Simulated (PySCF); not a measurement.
B3LYP on Mg⁺ (magnesium, charge +1)

Configuration: [Ne] 3s1, 2S determinant. All numbers are calculated (PySCF 2.14, scalar relativity by spin-free X2C-1e, in aug-cc-pVDZ-DK (5s4p2d, 27 functions)).

```
Total energy                        : -200.1155 hartree
One-electron energy                 : -275.9037 hartree
Hartree (Coulomb) energy            : 92.1050 hartree
Exchange-correlation energy         : -16.3167 hartree
⟨S²⟩                                : 0.7500
⟨L²⟩                                : 0.000
Sum of ⟨r⟩                          : 8.578 bohr
Sum of ⟨r²⟩                         : 13.82 bohr²
Langevin diamagnetic susceptibility : -10.9 ×10⁻⁶ cm³/mol
Time after the integrals            : 0.27 s of wall time on 1 thread of Intel(R) Xeon(R) Platinum 8259CL CPU @ 2.50GHz (shared host)
```

```tsv
shell	electrons	mean orbital energy (eV)	rms radius, mean of both spins (bohr)
1s α	1	-1285.7	0.151
1s β	1	-1285.6	0.151
2s α	1	-93.940	0.759
2s β	1	-93.771	0.759
2p α	3	-59.393	0.777
2p β	3	-59.281	0.777
3s α	1	-12.655	3.00
```
